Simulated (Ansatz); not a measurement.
Species: sum formula BBrCl$_{2}$ (charge 0, singlet). 
Structure (B3LYP-D3(BJ)/def2-TZVP (Ansatz, a first-principles code) minimum search):
```xyz
4

B     -0.5043     0.0325     0.0028
Cl    -1.4687    -1.4185     0.0298
Cl    -1.2747     1.5953    -0.0144
Br     1.4046    -0.0905    -0.0079
```

Parts of the frozen-core correlation energy in STO-3G (Ansatz, hartree). Frozen orbitals: 25; correlated occupied orbitals by spin: 12 and 12; virtual: 4 and 4. Spin-orbit coupling is left out. No relativistic terms.

| term | value |
|---|---|
| reference (HF) | -3478.31877 |
| MP2 opposite-spin | -0.05087 |
| MP2 same-spin | -0.01473 |
| CCSD correlation | -0.07623 |
| (T) | -0.00343 |
| FCI minus CCSD(T) | -0.00048 |
| T1 diagnostic | 0.013 |
| largest doubles amplitude | 0.046 |
